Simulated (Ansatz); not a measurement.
C$_{2}$H$_{5}$As (`C1C[AsH]1`), relaxed with RKS PBE0-D4/def2-TZVP in Ansatz from a PBE-D4/def2-SVP geometry. The force threshold is 0.005 eV/Å; the program also tests the step.

The species carries charge 0 and has multiplicity 1.

Start:

```xyz
8

C    -0.509    0.526    0.408
C    -0.216   -0.760   -0.276
As    0.914    0.744   -1.004
H    -0.182    0.669    1.450
H    -1.449    1.045    0.161
H    -0.952   -1.149   -0.999
H     0.330   -1.544    0.271
H     2.064    0.469   -0.010
```

```csv
step,energy (eV),largest force (eV/Å),largest move (Å)
1,-62986.9344,0.599,0.000
2,-62986.9700,0.193,0.021
3,-62986.9731,0.019,0.008
4 (rejected),-62986.9731,0.015,0.004
5,-62986.9732,0.004,0.002
```

End:

```xyz
8

C    -0.504    0.523    0.403
C    -0.213   -0.754   -0.275
As    0.902    0.731   -0.990
H    -0.176    0.656    1.426
H    -1.431    1.030    0.161
H    -0.939   -1.132   -0.986
H     0.320   -1.522    0.270
H     2.041    0.469   -0.009
```

It took 17 s on 2 threads of an Arm Neoverse V1 on a shared host, with 0.29 GiB of host memory at the peak.
